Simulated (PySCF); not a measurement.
Static response to an electric field

Species: C6H9N3.
Geometry (PBE0-D3(BJ)/def2-SVP, Å), atoms numbered from 1 in this order:
```xyz
18
C6H9N3 angstrom
C     -2.981   -0.455    0.811
C     -1.517   -0.051    0.767
C     -0.767   -0.678   -0.412
C      0.666   -0.258   -0.422
N      0.988    0.862   -1.078
C      2.268    1.207   -1.016
N      3.221    0.543   -0.369
C      2.792   -0.550    0.254
N      1.542   -0.996    0.266
H     -3.498    0.008    1.664
H     -3.508   -0.146   -0.106
H     -3.092   -1.547    0.905
H     -1.013   -0.346    1.702
H     -1.428    1.046    0.698
H     -0.810   -1.775   -0.338
H     -1.231   -0.362   -1.358
H      2.566    2.120   -1.546
H      3.537   -1.137    0.806
```

Level: CAM-B3LYP/def2-SVPD (PySCF), static field, nuclei fixed, core orbitals frozen in the response. The polarisability tensor in these axes (au):

```
x   112.01   6.13  -1.87
y     6.13  80.85 -10.96
z    -1.87 -10.96  72.55
```

Task: What are the eigenvalues, a third of the trace, and Δα (Δα² = ½Σ(αi − αj)² over the three pairs)?

Result: Principal values 64.89, 86.94 and 113.57 au; mean 88.47 au = 13.11 Å³ = 14.59 × 10⁻⁴⁰ C²·m²/J; Δα = 42.22 au (48 % of the mean).

Task: What is the dipole moment, and where does it point?

Result: (-0.91, -0.13, 0.20) D, 0.94 D in size, pointing from the negative to the positive side. Measured along this direction, the outermost atoms are N7 at the negative end and H10 at the positive end.

Task: How large is μ²/3kT at 298 K beside α?

Result: In Gaussian units μ²/3kT = 7.12 Å³ against 13.11 Å³, a ratio of 0.54; the Debye molar polarisation (4π/3)N_A(α + μ²/3kT) is 51.0 cm³/mol, leaving out the vibrational part.

Task: Give the eigenvalues of the traceless quadrupole moment Θ = ½Σq(3rr − r²1), origin at the centre of nuclear charge.

Result: -1.11, -0.44, 1.55 D·Å. The values depend on the origin, since the dipole doesn't vanish. The electronic extent ⟨r²⟩ about the same centre is 1431 bohr², a root-mean-square distance of 2.46 Å for the 66 electrons.

Task: What depolarisation ratio follows for Rayleigh scattering of linearly polarised light, taking the static tensor?

Result: ρ = 3Δα²/(45ᾱ² + 4Δα²) = 5347.4/(352195 + 7129.9) = 0.0149.

Geometry: PBE0-D3(BJ)/def2-SVP, one conformer, isolated molecule.
